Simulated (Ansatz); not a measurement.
V2S4, relaxed as a singlet with RKS PBE0-D4/def2-SVP in Ansatz, starting from the GFN1-xTB geometry. Force threshold 0.02 eV/Å.

The restricted singlet is unstable towards broken spin symmetry in Hartree–Fock (as tested in another run); at PBE0-D4/def2-SVP this wasn't settled. The relaxation made no stability test and no search for a lower SCF solution. No other spin state of charge 0 was run. The structure comes from a short search, and lower isomers may exist.

Start:

Cartesian coordinates in Å:
```
V 0.047 -0.255 0.131
V 0.219 -2.029 -1.346
S -1.697 1.084 0.597
S 1.368 1.544 0.388
S 0.404 -2.363 0.774
S -0.341 2.019 -0.544
```

| step | energy (eV) | largest force component (eV/Å) | SCF passes |
| --- | --- | --- | --- |
| 1 | -94669.7171 | 1.884 | 76 |
| 2 | -94670.4211 | 1.981 | 57 |
| 3 | -94670.8603 | 0.751 | 49 |
| 4 | -94671.0206 | 0.691 | 42 |
| 5 | -94671.1640 | 0.759 | 38 |
| 6 | -94671.3865 | 0.847 | 37 |
| 7 | -94671.7778 | 0.970 | 36 |
| 8 | -94672.2195 | 1.138 | 36 |
| 9 | -94672.5170 | 2.065 | 37 |
| 10 | -94672.7045 | 0.535 | 35 |
| 11 (rejected) | -94672.6785 | 0.587 | 37 |
| 12 | -94672.7216 | 0.092 | 30 |
| 13 | -94672.7247 | 0.078 | 30 |
| 14 | -94672.7256 | 0.060 | 31 |
| 15 | -94672.7260 | 0.011 | 31 |

Force components are those of the run's own axes.

End:

```xyz
6

V     0.1477   -0.4912    1.0976
V     0.0553   -0.6667   -0.6748
S    -1.7504    0.6845    0.1502
S     1.4774    1.1703   -0.0662
S     0.4188   -2.6106    0.4045
S    -0.3488    1.9137   -0.9113
```

Bonds formed: V2–S3, V2–S4, V2–S6 (atoms count from 1).

No frequencies were taken in this run, so the end may be a saddle point.

It took 22 s on 4 threads of AMD EPYC 9R45 on a shared host.
